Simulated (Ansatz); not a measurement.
One geometry of Ge3F6, several levels of theory.

```yaml
crystal:
  periodic: [false, false, false]
  atoms:
    - {symbol: Ge, position_ang: [0.591405, -1.435351, -1.506675]}
    - {symbol: Ge, position_ang: [1.686289, 0.881615, 1.166596]}
    - {symbol: Ge, position_ang: [-1.767202, 0.248043, 0.822252]}
    - {symbol: F, position_ang: [-0.845229, -1.243896, -0.150294]}
    - {symbol: F, position_ang: [-2.517925, 0.858656, -0.656909]}
    - {symbol: F, position_ang: [1.833082, -0.547129, -0.204637]}
    - {symbol: F, position_ang: [0.888166, -0.229814, 2.321065]}
    - {symbol: F, position_ang: [-0.092575, 1.352840, 0.483494]}
    - {symbol: F, position_ang: [0.224000, 0.115045, -2.274892]}
basis:
  gaussian: {orbitals: def2-TZVP, initial_orbitals: start.molden}
hamiltonian: {xc: pbe, dispersion: d4}
scf: {omitted_lower_state_checks: [starts]}
output: {forces: true, orbitals: {seedname: orbitals}}
```

The file start.molden holds the orbitals of an earlier run on this structure, at another level or in another basis.

```sh
$ ansatz run in.yaml --threads 4 --pin off --events-out ev --progress --plain --max-ram 6963MiB
```

Output, abridged:

```
Functional definition: PBE
2010 factors; their error is unknown
mean field evaluation 1: about -185830.5473 eV, gradient 1.9e1 eV
mean field evaluation 2: about -185830.9026 eV, gradient 4.2e-1 eV
mean field evaluation 4: about -185830.8699 eV, gradient 1.9e-1 eV
mean field evaluation 8: about -185830.8699 eV, gradient 2.4e-5 eV
mean field -185830.86987841 eV, -6829.1585073438 hartree, gradient 2.4e-5 eV, S^2 0.000000; 0 other end points of the search recorded, 0 dependent functions left out
reference -185830.86991617 eV, -6829.1585087316 hartree; 75, 75 occupied and 255, 255 virtual orbitals, 2010 factors
Total energy: -185831.25251243 eV, -6829.1725688849 hartree
Atom 0 at     0.591405    -1.435351    -1.506675 Å, force    -0.002709    -0.046953    -0.005860 eV/Å
Atom 1 at     1.686289     0.881615     1.166596 Å, force    -0.006989     0.034448     0.017108 eV/Å
Atom 2 at    -1.767202     0.248043     0.822252 Å, force    -0.023970    -0.007666     0.036670 eV/Å
Atom 3 at    -0.845229    -1.243896    -0.150294 Å, force    -0.030524    -0.054688    -0.007573 eV/Å
Atom 4 at    -2.517925     0.858656    -0.656909 Å, force    -0.057816     0.037975    -0.046615 eV/Å
Atom 5 at     1.833082    -0.547129    -0.204637 Å, force     0.047389    -0.014290    -0.002082 eV/Å
Atom 6 at     0.888166    -0.229814     2.321065 Å, force     0.066088    -0.036601     0.077272 eV/Å
Atom 7 at    -0.092575     1.352840     0.483494 Å, force    -0.005289     0.069515     0.016567 eV/Å
Atom 8 at     0.224000     0.115045    -2.274892 Å, force     0.013821     0.018259    -0.085488 eV/Å
Dipole moment:     0.313588    -0.187454     0.253570 e Å
Checks for a lower state left out: starts
```

Run time 17 s (4 threads of Intel Xeon on a shared host), peak host memory 0.69 GiB.

The first input with `gaussian: {orbitals: def2-SVP, initial_orbitals: start.molden}`, `hamiltonian: {xc: pbe0, dispersion: d4}`, `output: {orbitals: {seedname: orbitals}}` (abridged; 12 s):

```
Functional definition: PBE0
mean field -185792.59437113 eV, -6827.7519083953 hartree, gradient 1.7e-5 eV, S^2 0.000000
Total energy: -185792.92573821 eV, -6827.7640859109 hartree
Checks for a lower state left out: starts
```

First input, but with `gaussian: {orbitals: STO-3G}`, `hamiltonian: {xc: hf}`, `output: {orbitals: {seedname: orbitals}}` (abridged; 2.8 s):

```
Functional definition: HF
mean field -183502.41830285 eV, -6743.5894902234 hartree, gradient 2.6e-5 eV, S^2 0.000000
Total energy: -183502.41830285 eV, -6743.5894902234 hartree
Checks for a lower state left out: starts
```

As the first input, with `gaussian: {orbitals: def2-SVP, initial_orbitals: start.molden}`, `output: {orbitals: {seedname: orbitals}}` (abridged; 7.5 s):

```
Functional definition: PBE
mean field -185789.06026519 eV, -6827.6220323977 hartree, gradient 4.3e-5 eV, S^2 0.000000
Total energy: -185789.44290188 eV, -6827.6360940366 hartree
Checks for a lower state left out: starts
```

First input, but with `hamiltonian: {xc: r2scan, dispersion: d4}`, `output: {orbitals: {seedname: orbitals}}` (abridged; 24 s):

```
Functional definition: r2SCAN
mean field -185864.09401153 eV, -6830.3794717160 hartree, gradient 1.2e-5 eV, S^2 0.000000
Total energy: -185864.18401917 eV, -6830.3827794358 hartree
Checks for a lower state left out: starts
```

First input, but with `hamiltonian: {xc: hf}`, `output: {orbitals: {seedname: orbitals}}` (abridged; 30 s):

```
Functional definition: HF
mean field -185671.15494540 eV, -6823.2890918146 hartree, gradient 1.7e-5 eV, S^2 0.000000
Total energy: -185671.15494540 eV, -6823.2890918146 hartree
Checks for a lower state left out: starts
```

The first input with `hamiltonian: {xc: pbe0, dispersion: d4}`, `output: {orbitals: {seedname: orbitals}}` (abridged; 31 s):

```
Functional definition: PBE0
mean field -185834.28050269 eV, -6829.2838454743 hartree, gradient 8.7e-6 eV, S^2 0.000000
Total energy: -185834.61186746 eV, -6829.2960229049 hartree
Checks for a lower state left out: starts
```

Geometry: PBE-D4/def2-SVP.

The structure comes from a short search, and lower isomers may exist.
